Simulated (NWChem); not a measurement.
Species: CH2N cation; SMILES C#[NH+]

### Question
Give the equilibrium geometry at PBE0-D3(BJ)/def2-TZVP (NWChem) as an XYZ file, with the point group.

### Answer
point group C*v; any orientation.
```
4

C     -0.0003     0.5958     0.0000
N      0.0005    -0.5327     0.0000
H     -0.0008     1.6789     0.0000
H      0.0030    -1.5477     0.0000
```
